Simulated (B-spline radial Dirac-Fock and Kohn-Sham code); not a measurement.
# Ru 3d5/2: cross section and angular parameters

System: neutral ruthenium, 1s2 2s2 2p6 3s2 3p6 3d10 4s2 4p6 4d7 5s1; threshold 280.0 eV (tabulated edge). Model: Dirac-Hartree-Slater photoionisation with a Latter tail; cross sections with all multipoles, angular parameters from the dipole term and its interference with E2. Program: a radial B-spline solver.

The run's input, task.json:

```json
{"items": [{
  "Z": 44,
  "q": 0,
  "cfg": [[1, 0, 2], [2, 0, 2], [2, 1, 6], [3, 0, 2], [3, 1, 6], [3, 2, 10], [4, 0, 2], [4, 1, 6], [4, 2, 7], [5, 0, 1]],
  "A": 102,
  "rrms": 4.4809,
  "do": "xps",
  "hv": [60, 70.9, 76.9, 80, 112.0, 119.0, 125.0, 131.0, 136.0, 272.0, 300, 370.0, 400, 561.0, 600, 989.0, 1070.0, 1090.0, 1200.0, 1730.0, 2590.0, 2890.0, 3060.0, 3070.0, 3330.0, 3520.0, 4000, 4770.0, 8047.8, 9251.7],
  "edges": {"K": 22117.0, "L1": 3224.0, "L2": 2967.0, "L3": 2838.0, "M1": 586.1, "M2": 483.3, "M3": 461.5, "M4": 284.2, "M5": 280.0, "N1": 75.0}
}]}
```

Command: `python xray2_run.py task.json out`

```
hν (eV)  σ (kb)      β       γ       δ
    300     530  1.568   0.061  -0.002
    370       ?      ?       ?       ?
    400    2220  0.474  -0.040   0.007
    561    1260  0.915  -0.028   0.021
    600    1090  0.973  -0.017   0.024
    989     315  1.201   0.140   0.043
   1070     254  1.213   0.176   0.047
   1090     241  1.215   0.184   0.047
   1200     184  1.221   0.231   0.052
   1730    62.2  1.193   0.432   0.071
   2590    17.1  1.092   0.679   0.104
   2890    11.8  1.057   0.748   0.116
   3060    9.72  1.038   0.784   0.123
   3070    9.61  1.037   0.786   0.123
   3330    7.26  1.008   0.837   0.133
   3520    5.99  0.989   0.871   0.141
   4000    3.81  0.941   0.950   0.160
   4770    2.02  0.874   1.055   0.190
 8047.8   0.281  0.677   1.338   0.312
 9251.7   0.163  0.627   1.402   0.354
```

Q: Give the values at 370 eV.

A: σ = 2390 kb, β = 0.356, γ = -0.031, δ = 0.005.

Values without a named source are computed, but for edge energies of neutral atoms, which are taken from tables.
